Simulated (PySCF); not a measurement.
## Calculated data, B3FH3

Calculation on a computer-drawn molecule: the log of a Hartree-Fock and frozen-core CCSD(T) single point meant for a local Hartree-Fock minimum, with one planted fault or none, to be diagnosed. Offsets are logged minus clean, where the clean run is the same molecule without the fault. The reference is restricted for singlets and unrestricted otherwise, and also for a bond in bohr or an excited solution. Adding or removing an electron swaps singlet and doublet. The excited solution moves the top pair (singlet) or top alpha electron (doublet) to the lowest empty orbital. Highest occupied and lowest empty are orbital energies over both spins, largest force is the largest gradient component, triples share is (T) over the correlation energy, the T1 limit is 0.02 restricted and 0.045 unrestricted, electrons count all cores, a negative frequency is imaginary (commonest isotopes), and the dipole is about the centre of nuclear charge. Program: PySCF 2.14.0.

```xyz
7
formula=B3FH3 meant_charge=1 meant_multiplicity=1 meant_basis=cc-pVDZ logged_electrons=26 logged_basis_functions=71 logged_SCF_converged=yes logged_spin_squared=0 logged_highest_occupied=-17.967 logged_lowest_empty=-5.9296 logged_largest_force=0.041372 logged_T1_diagnostic=0.017293 logged_D1_diagnostic=0.046518 logged_triples_share=0.02398 logged_CC_converged=yes logged_dipole_magnitude=1.0376 logged_SCF_stable_within_its_kind=yes logged_energy_HF=-174.93013 logged_energy_CCSD(T)=-175.37296 possible_faults=no_fault,one_electron_removed,one_electron_added,multiplicity_raised_by_two,geometry_at_a_saddle_point,SCF_held_on_an_excited_solution,minimal_basis_STO-3G,one_bond_length_entered_in_bohr,all_coordinates_scaled planted_fault=all_coordinates_scaled,by_-3.0_% HF_energy_offset_from_clean_run=3.524 CCSD(T)_energy_offset_from_clean_run=5.28
B     -1.3437    -0.5835    -0.8052
B      0.2205    -1.0330    -0.9969
B      1.4566     0.0868    -1.1534
F      2.3192     0.8945    -1.2627
H     -1.7663    -0.4318     0.2629
H     -2.0134    -0.4383    -1.7396
H      0.6083    -2.1219    -1.0416
```

Units: logged_highest_occupied, logged_lowest_empty in eV; logged_largest_force in hartree/bohr; logged_dipole_magnitude in debye; logged_energy_HF, logged_energy_CCSD(T) in hartree; HF_energy_offset_from_clean_run, CCSD(T)_energy_offset_from_clean_run in kcal/mol.

Drawn bonds:
```
atom  other atom  order
   1           2      1
   2           3      1
   3           4      1
   1           5      1
   1           6      1
   2           7      1
```
